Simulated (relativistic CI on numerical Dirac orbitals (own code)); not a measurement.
## Zn XI: sensitivity of the levels to the model

Base calculation: Dirac-Coulomb-Breit CI, KLI orbitals optimised for each configuration, model QED (radiative potential, 1s self-energy scaled to tabulated hydrogen-like ionisation energies), unscaled Slater integrals.

Configurations in the expansion (outside the closed core [Ne]): 3s²3p⁶3d², 3s²3p⁵3d³, 3s3p⁶3d³, 3s²3p⁶3d4s, 3s²3p⁶3d4p, 3s²3p⁶3d4d, 3s²3p⁶4s², 3s²3p⁶4s4p, 3s²3p⁶3d4f, 3s²3p⁶4p², 3s²3p⁶3d5s, 3s²3p⁵3d²4s, 3s²3p⁶4s4d, 3s²3p⁶3d5p, 3s²3p⁵3d²4p, 3s²3p⁶4p4d, 3s²3p⁶3d5d, 3s²3p⁶3d5f, 3s²3p⁶3d5g, 3s²3p⁶3d6s, 3s²3p⁶4d², 3s²3p⁶3d6p, 3s²3p⁵3d²4d, 3s²3p⁶3d6d, 3s3p⁶3d²4s, 3p⁶3d⁴, 3p⁵3d⁵. Double excitations out of closed p, d and f shells are left out; levels of such configurations are missing from the list, as are those of other unlisted configurations, and high levels can miss mixing partners. These lack a partner that the ground configuration has and come out too high: 3s²3p⁵3d²4s, 3s²3p⁵3d²4p, 3s²3p⁵3d²4d.

Variants: (1) configuration mixing switched off; (2) only the first 3 configurations. Shifts of the energy above 3s²3p⁶3d² ³F2, in cm⁻¹, for the lowest level and the first level of each name with at least 55 % of one term (blank where a level changes its place among those of its configuration and J or its character, or is not in the variant):

```csv
Level,Base,Δ(1),Δ(2)
3s²3p⁶3d² ³F2,0,0,0
3s²3p⁶3d² ³F3,3066,0,+14
3s²3p⁶3d² ³F4,6632,+21,+29
3s²3p⁶3d² ¹D2,28914,+1705,-50
3s²3p⁶3d² ³P0,31894,+2542,+114
3s²3p⁶3d² ³P1,33102,+2547,+108
3s²3p⁶3d² ³P2,36035,+2403,+85
3s²3p⁶3d² ¹G4,46087,+380,-250
3s²3p⁶3d² ¹S0,108788,+1324,+2231
3s²3p⁵3d³ ⁵S°2,526872,-1682,-763
3s²3p⁵3d³ ⁵D°2,530514,-1683,-764
3s²3p⁵3d³ ⁵D°3,530742,-1688,-769
3s²3p⁵3d³ ⁵D°1,530968,-1678,-759
3s²3p⁵3d³ ⁵D°0,531504,-1674,-755
```

At this charge energies of transitions that change n are usually good to better than 1 %, and those within a shell (Δn = 0) to a few per cent. Terms inside the open d or f shell come out 10 to 20 % too wide with unscaled integrals.

Ionisation energy from the two ground configurations alone: base 273.434 eV. The NIST ASD value (semi-empirical) is 274.4 eV.

LS names give the leading component of a level, which can be under half, so a name can repeat, a term be missing and a line seem to break the LS rules.
